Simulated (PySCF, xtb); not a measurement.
AlClH4O2Si, SMILES [OH][Al]([OH])[SiH2]Cl.

xtb with GFN2-xTB at its own geometry gives an orbital gap of 4.06 eV and a dipole moment of 2.77 D.

Geometry optimised at TPSSh-D3(BJ)/def2-SVP. The structure was generated by enumeration; whether it is a known compound was not checked. The values are those of a single conformer.

Task: What does B3LYP/def2-TZVP in PySCF give? (An estimate is asked for; the answer gives what the named calculation found.)

Result: gap 6.47 eV (levels -7.72 and -1.25 eV), dipole 0.97 D.
